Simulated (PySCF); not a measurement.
# Electron correlation in Al⁺ (aluminium, charge +1)

[Ne] 3s2, closed-shell 1S. Computed with PySCF 2.14 in def2-TZVP, with no relativity, point nucleus. Frozen: [Ne]; 2 electrons correlated.

Total MP2 correlation energy: -27.27 mhartree.

Same-spin part 0.00 and opposite-spin part -27.27 mhartree; SCS-MP2 scales them by 1/3 and 6/5 to -32.72 mhartree.

With two correlated electrons CCSD is exact within the correlated space (frozen core and kept virtual orbitals).

```csv
level,correlation energy (mhartree)
CCSD,-39.34
```

Diagnostics: T1 = 0.0086, D1 = 0.0121, largest double amplitude 0.112.

Is a single reference adequate?

Mostly. T1 lies below 0.03, but a double amplitude of this size points to a near-degeneracy that CCSD handles and MP2 describes poorly.
